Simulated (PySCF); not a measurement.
Species: `CC[C@@H]1[C@H](C)CO[Si@H]1Cl`. The columns A, B, C and D hold Mulliken, IAO, Hirshfeld and ESP-fitted charges (e) of one PBE0/pcSseg-1 density (PySCF), in a shuffled order. Coordinates in Å (GFN2-xTB); the density's dipole moment is (-0.08, 2.73, -0.94) D.

```
atom       x       y       z       A       B       C       D
  C1   2.594   0.583   0.714  -0.117  -0.252  -0.413  -0.368
  C2   1.191   1.012   0.301  -0.068  -0.217  -0.241  +0.128
  C3   0.419  -0.148  -0.318  -0.114  -0.545  -0.397  -0.118
  C4  -0.949   0.226  -0.920  -0.027  -0.349  -0.116  +0.229
  C5  -1.768   1.142  -0.017  -0.118  -0.219  -0.419  -0.353
  C6  -1.687  -1.106  -1.117  +0.006  +0.177  -0.051  -0.188
  O7  -1.422  -1.970  -0.031  -0.240  -0.617  -0.653  -0.351
 Si8  -0.071  -1.608   0.808  +0.399  +0.970  +1.103  +0.447
 Cl9   1.186  -3.176   0.806  -0.115  -0.314  -0.302  -0.177
 H10   3.133   1.417   1.158  +0.043  +0.117  +0.143  +0.101
 H11   2.544  -0.225   1.441  +0.033  +0.116  +0.134  +0.078
 H12   3.157   0.229  -0.147  +0.040  +0.112  +0.139  +0.093
 H13   0.666   1.388   1.180  +0.035  +0.120  +0.128  +0.006
 H14   1.263   1.829  -0.424  +0.036  +0.119  +0.128   0.000
 H15   1.033  -0.542  -1.139  +0.035  +0.145  +0.138  +0.046
 H16  -0.825   0.714  -1.892  +0.041  +0.122  +0.134  -0.011
 H17  -1.275   2.101   0.117  +0.042  +0.128  +0.142  +0.065
 H18  -1.912   0.683   0.959  +0.039  +0.116  +0.136  +0.110
 H19  -2.745   1.324  -0.459  +0.043  +0.120  +0.141  +0.097
 H20  -1.353  -1.603  -2.035  +0.037  +0.110  +0.131  +0.103
 H21  -2.769  -0.966  -1.170  +0.044  +0.117  +0.142  +0.127
 H22  -0.422  -1.283   2.184  -0.076  -0.079  -0.146  -0.063
```

Problem. Which column most likely holds the ESP-fitted charges?

Solution. D. Σ q r misses the density's dipole by 0.07 D (D), 0.91 D (C), 1.46 D (A), 1.81 D (B). Charges fitted to the outside potential are the only set here that is tied to the molecule's multipoles.

Problem. And the Hirshfeld charges?

Solution. A. The mean sizes are 0.079 e (A), 0.148 e (D), 0.236 e (B), 0.249 e (C), and Hirshfeld charges are commonly the smallest of these schemes.

As computed, A = Hirshfeld, B = Mulliken, C = IAO, D = ESP-fitted. Hydrogens on carbon: Hirshfeld +0.03 to +0.04, Mulliken +0.11 to +0.15, IAO +0.13 to +0.14, ESP-fitted -0.01 to +0.13 e.

The IAO scheme counts the electrons in orthogonalised intrinsic atomic orbitals, a minimal basis polarised so that it spans the occupied orbitals exactly. The Mulliken scheme counts on each atom the diagonal of the density matrix times the overlap matrix over that atom's basis functions.

Isolated species at its GFN2-xTB geometry (one conformer only).

The run behind these numbers computed NMR shieldings as well. On an Arm Neoverse N1 with one thread (shared host), this took 98 s of wall time and 1.1 GiB of memory at its peak.
